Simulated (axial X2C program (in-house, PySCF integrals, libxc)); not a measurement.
Excited states of SbS⁺ by EOM-EE-CCSD

Calculated with an axial X2C code built on PySCF integrals: two-component X2C with atomic mean-field Coulomb and Gaunt terms, Gaussian nuclei, basis Sb dyall-acv3z, S dyall-av3z with contracted cores.

R = 2.141 Å (near the PBE0 minimum at charge 1 of the determinant lowest at the starting distance; the state shown can have its own minimum elsewhere).

Hartree–Fock spinors of SbS⁺ (one of each Kramers pair; a window near the gap, which can cut inner shells):

```tsv
ω	occupied	ε (eV)	character
1/2	yes	-32.31	58% S s, 16% Sb s, 11% Sb p
1/2	yes	-23.91	48% Sb s, 25% S p, 15% S s
1/2	yes	-17.73	44% S p, 38% Sb p, 11% Sb s
3/2	yes	-16.88	67% S p, 21% Sb p, 6% Sb d
1/2	yes	-16.79	60% S p, 27% Sb p, 5% Sb d
1/2	no	-6.89	53% Sb p, 21% S p, 11% Sb d
3/2	no	-6.57	60% Sb p, 15% S p, 10% S d
1/2	no	-2.96	49% Sb p, 28% Sb d, 10% S s
1/2	no	-2.72	76% Sb s, 7% Sb p, 6% S s
1/2	no	-1.92	86% Sb p, 11% S p
3/2	no	-1.88	86% Sb p, 11% S p
```

Vertical excitation energies from the closed-shell determinant state of SbS⁺:

```csv
Ω,excitation (eV),cm⁻¹,hole of the leading pair,particle of the leading pair,weight of the pair (for Ω = 0 its time-reversed partner can hold as much again),singles weight
1,2.326,18763,"67% S pπ, 21% Sb pπ","53% Sb pπ, 25% S pπ, 9% S dπ",0.68,0.95
0⁻,2.363,19056,"60% S pπ, 27% Sb pπ","53% Sb pπ, 25% S pπ, 9% S dπ",0.30,0.95
1,2.771,22350,"60% S pπ, 27% Sb pπ","54% Sb pπ, 25% S pπ, 9% S dπ",0.94,0.94
2,2.856,23037,"67% S pπ, 21% Sb pπ","53% Sb pπ, 24% S pπ, 9% S dπ",0.75,0.93
3,3.111,25091,"67% S pπ, 21% Sb pπ","60% Sb pπ, 18% S pπ, 11% S dπ",0.93,0.93
```

This point took 20 s on 1 thread of Arm Neoverse V2 (shared host).

Reference electrons by ω block (each with its −ω partner): 1/2: 22, 3/2: 9, 5/2: 2. 10 electrons of SbS⁺ correlated (inner shells frozen), 88 natural virtual spinors (a truncated set); levels can be off by some tenths of an eV. Roots sought by Ω: (0: 5, 1: 4, 2: 3, 3: 1); rows need 60 % singles weight and stop where some Ω has no more roots. Missing are any skipped roots, higher Ω and states of a further excitation; these come out far too high here and may in truth be low or lowest. T1 of the reference 0.029 (Lee–Taylor). Number of frozen shells: Sb 4 s, 3 p, 2 d; S 2 s, 1 p. Large amplitudes in the reference (orbital relaxation or multireference character) lower the reliability.
